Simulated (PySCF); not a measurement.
Br₂FGeH₂N, SMILES [NH2][Ge]([F])([Br])[Br].

The structure is a stationary point at PBE-D3(BJ)/def2-SVP. One conformer was computed; it need not be the lowest.

Computed with PBE-D3(BJ)/def2-SVP in PySCF.

Frequencies are harmonic and unscaled.

| mode | ν (cm⁻¹) | IR (km/mol) | moving atoms (share of kinetic energy) |
|---|---|---|---|
| 1 | 65 | 8.1 | Br 45 %, H 27 %, F 11 %, N 8 % |
| 2 | 120 | 6.9 | H 38 %, Br 32 %, N 13 %, Ge 9 % |
| 3 | 142 | 5.6 | H 32 %, F 28 %, N 27 %, Br 11 % |
| 4 | 160 | 11.0 | Ge 36 %, F 24 %, N 18 %, Br 15 % |
| 5 | 189 | 10.0 | F 43 %, Br 24 %, N 22 % |
| 6 | 229 | 4.8 | F 31 %, N 26 %, Br 24 %, H 18 % |
| 7 | 287 | 20.6 | Ge 41 %, Br 38 %, F 9 %, N 9 % |
| 8 | 331 | 86.0 | Ge 63 %, Br 34 % |
| 9 | 542 | 194.8 | H 61 %, N 35 % |
| 10 | 687 | 33.5 | F 54 %, N 23 %, Ge 14 %, H 10 % |
| 11 | 722 | 49.0 | N 33 %, F 26 %, Ge 23 %, H 18 % |
| 12 | 881 | 27.3 | H 87 %, N 11 % |
| 13 | 1484 | 30.4 | H 91 %, N 9 % |
| 14 | 3436 | 38.0 | H 96 % |
| 15 | 3540 | 32.1 | H 91 %, N 9 % |
